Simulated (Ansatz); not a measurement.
```yaml
crystal:
  periodic: [false, false, false]
  atoms:
    - {symbol: Si, position_ang: [-0.000351, 0.000511, -0.064423]}
    - {symbol: I, position_ang: [0.012373, -0.018978, 2.374926]}
    - {symbol: Cl, position_ang: [1.929309, 0.010757, -0.780122]}
    - {symbol: Cl, position_ang: [-0.974574, 1.678113, -0.751801]}
    - {symbol: Cl, position_ang: [-0.966758, -1.670403, -0.778580]}
basis:
  gaussian: {orbitals: def2-SVP, final_grid: {core_spheres: 1, valence_spheres: 1, degree: 3}}
hamiltonian: {xc: {name: PBE}}
scf: {omitted_lower_state_checks: [starts]}
output: {forces: true}
```

```sh
$ ansatz run in.yaml --threads 2 --pin off --events-out ev --progress --plain --max-ram 22528MiB --backend cpu
```

It prints (some lines left out):

```
Functional definition: PBE
1097 factors; their error is unknown
mean field evaluation 1: about -53517.0173 eV, gradient 1.5e1 eV
mean field evaluation 2: about -53516.5390 eV, gradient 2.0e1 eV
mean field evaluation 4: about -53517.5596 eV, gradient 6.5e-1 eV
mean field evaluation 8: about -53543.3440 eV, gradient 6.5e1 eV
mean field evaluation 16: about -53554.4041 eV, gradient 3.7e-1 eV
mean field evaluation 32: about -53655.7423 eV, gradient 1.1e1 eV
mean field -53656.64551656 eV, -1971.8453529529 hartree, gradient 1.8e-5 eV, S^2 0.000000; 0 other end points of the search recorded, 0 dependent functions left out
reference -53656.64551667 eV, -1971.8453529572 hartree; 45, 45 occupied and 53, 53 virtual orbitals, 1097 factors
Total energy: -53656.64551667 eV, -1971.8453529572 hartree
Atom 0 at    -0.000351     0.000511    -0.064423 Å, force     4.408095     0.260313   -31.242880 eV/Å
Atom 1 at     0.012373    -0.018978     2.374926 Å, force     5.390015     0.004080     1.007691 eV/Å
Atom 2 at     1.929309     0.010757    -0.780122 Å, force    -9.065531    -0.157874    17.060324 eV/Å
Atom 3 at    -0.974574     1.678113    -0.751801 Å, force    -0.353264    -5.742826     6.541444 eV/Å
Atom 4 at    -0.966758    -1.670403    -0.778580 Å, force    -0.379315     5.636307     6.633420 eV/Å
Dipole moment:    -0.066939    -0.013599     1.681701 e Å
Checks for a lower state left out: starts
```

What is wrong with this run?

The integration grid is far too coarse. The run converged. The result belongs to that input, not to the species as meant.
